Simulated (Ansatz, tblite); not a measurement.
Cost and result up the ladder for `c1c[se]c(-c2ccc(-c3ccc(-c4ccc[se]4)[se]3)[se]2)c1` (30 atoms). Total charge 0; singlet. Geometry: PBE-D4/def2-SVP.

Ansatz on 2 threads of AMD EPYC 7R13 on a shared host and a share (18 GiB) of an NVIDIA H100 80GB HBM3; xTB runs through tblite on one thread. Times are rough, summed over both states, and most runs start from the orbitals of an earlier one. PBE0-D4/def2-TZVP serves as the yardstick here, not as an exact answer. The other state is a doublet.

The xTB rows come from tblite. Single mean-field runs in def2-TZVP are fitted with def2-universal-jkfit.

Raw xTB energies of ions are shifted by several eV.

```json
{"level": "GFN2-xTB", "functions": "110", "wall time": "0.13 s", "vertical IE (eV)": "11.37", "difference from PBE0-D4/def2-TZVP (eV)": "4.93"}
{"level": "GFN1-xTB", "functions": "120", "wall time": "0.14 s", "vertical IE (eV)": "11.82", "difference from PBE0-D4/def2-TZVP (eV)": "5.38"}
{"level": "PBE-D4/def2-TZVP (with forces)", "functions": "748", "wall time": "14 s", "vertical IE (eV)": "6.26", "difference from PBE0-D4/def2-TZVP (eV)": "-0.18"}
{"level": "PBE0-D4/def2-TZVP (with forces)", "functions": "748", "wall time": "20 s", "vertical IE (eV)": "6.44", "difference from PBE0-D4/def2-TZVP (eV)": "0.00"}
```
